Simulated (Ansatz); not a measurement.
SbH2Et (C₂H₇Sb). The state is a triplet with charge 0. Geometry PBE0-D4/def2-SVP, that of the neutral singlet; atoms count from 1.

```tsv
atom	x (Å)	y (Å)	z (Å)
Sb1	-0.620	1.770	-0.405
H2	0.153	2.189	-1.881
H3	-1.863	0.934	-1.250
C4	0.578	-0.042	-0.119
C5	-0.009	-0.965	0.935
H6	1.585	0.301	0.168
H7	0.668	-0.543	-1.093
H8	0.628	-1.851	1.090
H9	-0.113	-0.464	1.911
H10	-1.008	-1.330	0.646
```

In the def2 sets Sb takes a core potential; there is no spin–orbit coupling. At PBE0-D4/def2-TZVP a singlet of charge 0 lies 4.55 eV below the triplet at the same geometry.

Q: Estimate the Mulliken populations from the PBE0/def2-TZVP orbitals of Ansatz.

A: 
```
atom  charge (e)  spin (α − β)
 Sb1       -0.05          1.52
  H2        0.00          0.04
  H3        0.00          0.03
  C4       -0.17          0.28
  C5       -0.37         -0.02
  H6        0.11          0.02
  H7        0.11          0.06
  H8        0.14          0.02
  H9        0.12          0.03
 H10        0.12          0.02
```
Mulliken values depend strongly on the basis.

Q: Where does the spin sit?

A: Summed by element: Sb 1.52, H 0.22, C 0.27, of 2 unpaired in all. Largest on single atoms: Sb1 1.52, C4 0.28, H7 0.06.

Q: And the Mayer bond orders between heavy atoms (over 0.3)?

A: C4–C5 1.02 (1.52 Å).
